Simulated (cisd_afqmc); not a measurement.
Input (AFQMC/CISD/def2-QZVPP; cisd_afqmc is a phaseless AFQMC code with CISD trial states that reads the integrals written by Ansatz): A basis named .json is the Basis Set Exchange file of that set.

Ansatz 0.2 input:
```python
import cisd_afqmc

open("ham.yaml", "w").write("""\
crystal:
  periodic: [false, false, false]
  atoms:
    - {symbol: Bi, position_ang: [0.00000000, 0.00000000, 0.00000000]}
basis:
  gaussian:
    orbitals: def2-QZVPP.json
magnetization: {spin_polarized: true, initial_magnetization: 3}
correlation: {method: ccsd, electrons: outside_noble_gas, hamiltonian_folder: ham}
scf: {lower_state_search: full}
""")
rep = cisd_afqmc.ansatz("ham.yaml")
e_ccsd = rep["correlation"]["coupled_cluster"]["energy"]["hartree"]
out = cisd_afqmc.run("ham", e_ccsd, trial="CISD", walkers=2000, populations=1, threads=12, dt=0.005, steps=40, early=36, settle=10, least=100,
    cut=5e-5, rank_cut=2e-4, target=0.0004, seconds=1000, seed=4, memory=62639, gpu=True)
```

Output:

```
orbitals 73, occupied [4, 1], factors 394 of 488, rank of the doubles 151 of 348
E(HF) = -213.594510
E(CCSD) on the cut factors = -213.659402, shift to the whole factors -0.000001
Energy of the trial state on the determinant = -213.659333
  tau behind 10.8 of longer steps, mean of the populations' last blocks
   2.0  -213.66186
   4.0  -213.66172
   6.0  -213.66180
   8.0  -213.66180
  10.0  -213.66192
  12.0  -213.66202
  14.0  -213.66189
  16.0  -213.66189
  18.0  -213.66195
  20.0  -213.66194
  22.0  -213.66180
blocks 100 (0 outliers left out), error by blocks joined: 1: 0.00001, 2: 0.00002, 4: 0.00002, 8: 0.00003
E(AFQMC/CISD) = -213.66187 +/- 0.00003
```

The error still grows at the longest joins of blocks, or few joins were possible, so the printed bar may be too narrow.
